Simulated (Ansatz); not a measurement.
Bond stretch in GaH, singlet.

Levels: RHF/def2-TZVP (Ansatz, a quantum-chemistry and plane-wave program); RMP2 = MP2 on RHF/def2-TZVP, cores with 3d frozen in Ansatz; UHF/def2-TZVP (Ansatz); UMP2 = Ansatz with MP2 on UHF/def2-TZVP, cores with 3d frozen; UCCSD = CCSD on UHF/def2-TZVP, cores with 3d frozen (Ansatz); UCCSD(T) = Ansatz with CCSD(T) on UHF/def2-TZVP, cores with 3d frozen; RKS-CAM-B3LYP = Ansatz with restricted CAM-B3LYP/def2-TZVP; UKS-CAM-B3LYP = unrestricted CAM-B3LYP/def2-TZVP (Ansatz); RKS-B3LYP = Ansatz with restricted B3LYP/def2-TZVP; UKS-B3LYP = unrestricted B3LYP/def2-TZVP (Ansatz); RKS-PBE = restricted PBE/def2-TZVP run with Ansatz; UKS-PBE = unrestricted PBE/def2-TZVP (Ansatz); FCI = full CI/def2-TZVP, cores with 3d frozen run with Ansatz.

All curves are set to zero at 1.68 Å and compared with full CI in the same basis at 1.68, 1.74, 1.80, 1.82, 1.93, 2.06, 2.30, 2.54, 2.73, 2.98, 3.40, 3.70, 4.12, 4.55, 4.94, 5.93, 6.71 Å.

Task: Order the methods by the spread of their error (largest minus smallest) over these points.

Result: UCCSD(T) has the smallest spread and RHF the largest. In order (kcal/mol): UCCSD(T) 2.30, UCCSD 3.27, UKS-CAM-B3LYP 3.53, UKS-PBE 3.63, UKS-B3LYP 4.10, UMP2 12.68, UHF 20.47, RKS-PBE 22.50, RKS-B3LYP 29.62, RMP2 32.54, RKS-CAM-B3LYP 47.31, RHF 64.29.

Errors against full CI at some of the points (kcal/mol):

```csv
method,2.06 Å,2.54 Å,3.40 Å,4.12 Å,6.71 Å
UCCSD(T),0.1,0.4,2.1,1.1,-0.2
UCCSD,0.2,1.1,2.9,1.0,-0.4
UKS-CAM-B3LYP,0.5,1.8,2.8,2.2,2.9
UKS-PBE,-1.7,-3.0,-1.5,-1.0,0.6
UKS-B3LYP,-0.8,-1.2,-0.3,0.0,2.9
UMP2,1.0,7.7,2.7,-2.3,-3.9
UHF,1.1,2.1,-10.6,-16.4,-18.3
RKS-PBE,-1.7,-3.0,-0.1,6.3,19.5
RKS-B3LYP,-0.8,-1.2,3.3,11.2,28.4
RMP2,1.0,3.6,12.9,23.6,27.8
RKS-CAM-B3LYP,0.5,1.8,9.8,21.0,47.3
RHF,1.1,3.7,14.6,28.7,64.3
```

The restricted form behind RHF, RMP2, RKS-CAM-B3LYP, RKS-B3LYP, RKS-PBE keeps the bonding electrons paired and can't separate into open-shell fragments. The T1 diagnostic of CCSD on the restricted reference of RMP2 exceeds 0.045 at 2.73 to 6.71 Å. The unrestricted determinant behind UHF, UMP2, UCCSD, UCCSD(T) is spin-contaminated at 1.25 to 1.52, 2.54 to 6.71 Å (<S²> up to 1.0, against 0.00 for a pure singlet). The unrestricted determinant behind UKS-CAM-B3LYP, UKS-B3LYP is spin-contaminated at 2.98 to 6.71 Å (<S²> up to 1.0, against 0.00 for a pure singlet). The unrestricted determinant behind UKS-PBE is spin-contaminated at 3.40 to 6.71 Å (<S²> up to 1.0, against 0.00 for a pure singlet).
